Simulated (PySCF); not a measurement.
## PhCF(CH3)2: full NMR table

```
Formula                               : C9H11F
SMILES                                : CC(C)(F)c1ccccc1
InChI                                 : InChI=1S/C9H11F/c1-9(2,10)8-6-4-3-5-7-8/h3-7H,1-2H3
Point group of the computed structure : Cs
Degrees of unsaturation               : 4
Carbon signals                        : 6
Proton signals                        : 4
```

Bonds (- single, = double, # triple, : aromatic): C1-C2, C2-C3, C2-F4, C2-C5, C5:C6, C6:C7, C7:C8, C8:C9, C9:C10, C10:C5. C1 carries H11, H12, H13; C3 carries H14, H15, H16; C6 carries H17; C7 carries H18; C8 carries H19; C9 carries H20; C10 carries H21.

- structure optimised with PBE0-D3(BJ)/def2-SVP
- PBE0/pcSseg-1 with gauge-including orbitals
- code: PySCF
- one computed conformer, no solvent model, non-relativistic, rapidly exchanging positions averaged

References, each an isolated molecule treated in the same way: 1H (σref 31.27) and 13C (σref 184.41) against TMS; 19F (σref 177.25) against CFCl3.

| carbon | δC, type | δH (multiplicity) | HMBC from (2–3 bonds) | span of the C tensor (ppm) |
| --- | --- | --- | --- | --- |
| C1/C3 | 31.6, CH3 | 1.54 (m) | H11/H12/H13/H14/H15/H16 | 46 |
| C2 | 94.9, C | – | H17/H21, H11/H12/H13/H14/H15/H16 | 80 |
| C5 | 152.7, C | – | H17/H21, H18/H20, H11/H12/H13/H14/H15/H16 | 217 |
| C6/C10 | 128.8, CH | 7.49 (m) | H17/H21, H18/H20, H19 | 227 |
| C7/C9 | 133.7, CH | 7.49 (m) | H17/H21, H18/H20, H19 | 235 |
| C8 | 132.3, CH | 7.39 (m) | H17/H21, H18/H20 | 233 |

Other nuclei:
```csv
atoms,nucleus,environment,δ (ppm),σ (ppm)
F4,19F,fluorine on an sp3 carbon,-173.9,351.1
```

- Carbon types of the structure: 2 × C, 5 × CH, 2 × CH3, which accounts for all hydrogens.
- δC 152.7: substituted aromatic carbon.
- δC 133.7, 132.3, 128.8: aromatic CH; the aromatic region.
- δC 94.9: fully substituted sp3 carbon bonded to F, on an aromatic ring; pulled downfield by the heteroatom.
- δC 31.6: methyl carbon; aliphatic region, no heteroatom directly attached.
- δH 7.49, 7.49, 7.39: hydrogen on an aromatic CH; aromatic region.

Splittings by 19F in the carbon and heteronuclear signals aren't shown, as no couplings were computed. Shifts are as computed. Against solution values, carbons near 30 ppm lie about +2 ppm off and those near 130 ppm about +5 ppm. Of 1211 compounds with measured shifts, 218 miss one by over three times the rms of a fit or turn the order of signals round; such compounds aren't used in these exercises. Unscaled 19F shifts against computed CFCl3 carry errors that often reach 10 to 50 ppm. No couplings were computed; multiplicities are counted from neighbouring protons, with m where these are inequivalent, close in shift, in a saturated or five-membered ring or joined by F or P, and br s for small geminal =CH2 splittings.
